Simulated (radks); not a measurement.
The numbers below are computed, except where a source is named.
Problem. Ionisation of the thallium ion Tl10+, [Xe] 4f14 5d3, to [Xe] 4f14 5d2 as the strength of local exchange is varied. Code: a radial shooting solver on a logarithmic mesh with Libxc functionals. Model: scalar-relativistic Kohn-Sham, Slater X-alpha exchange (alpha = 2/3 is LDA exchange), no correlation, spin-polarised, spherical densities, finite nucleus; open shells are filled with parallel spins first (spin-orbit coupling, left out, can overturn this in heavy ions); Fermi nuclear charge, rms radius 5.4759 fm.

alpha  E(Tl10+) (hartree)  exchange (hartree)  IE (eV)  -e of the level emptied (eV)  <r> of it (bohr)
0.705         -20213.8717           -373.7896   177.48                   167.82 (5d)             1.121
0.81          -20269.9537           -430.6075   181.44                   171.77 (5d)             1.109
0.889         -20312.2475           -473.5520   184.45                   174.77 (5d)             1.101
0.903         -20319.7515           -481.1800   184.99                   175.31 (5d)             1.099
x             -20193.6123           -353.3002   176.06                   166.41 (5d)             1.125

Which alpha was used in the last row?

Solution. alpha = 0.667. NIST Atomic Spectra Database: 177 +/- 2.4 eV (theoretical). The Delta-SCF value meets it near alpha = 0.69. Open shells are spherical and high-spin; term and fine-structure splittings are not resolved. Spin-orbit splitting is averaged out at the scalar-relativistic level.
